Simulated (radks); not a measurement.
Results of a calculation; reference values are marked as such.
Spin polarisation of the 3d2 shell in V3+. Start: [Ar] 3d(up 1, down 1); electrons of 3d are moved from spin down to spin up, other shells keep equal spins. Level of theory: scalar-relativistic Kohn-Sham, SCAN, spin-polarised, spherical densities, finite nucleus; meta-GGA in the generalised Kohn-Sham scheme; Fermi nuclear charge, rms radius of each element as measured or else 0.836 A^(1/3) + 0.57 fm (a radial shooting solver on a logarithmic mesh with Libxc functionals).

moment (Bohr magnetons),E - E(0) (eV),e(3d up) (eV),e(3d down) (eV),3p down minus up (eV)
0,0.000,-36.429,-36.429,0.000
0.5,-0.070,-36.778,-36.048,0.735
1,-0.347,-37.100,-35.632,1.472
1.5,-0.807,-37.396,-35.172,2.214

At moment 1.5 the spin-polarisation energy is -0.807 eV and the 3d exchange splitting 2.224 eV, that is 1.483 eV per Bohr magneton; E = -I m^2/4 would give I = 1.434 eV.
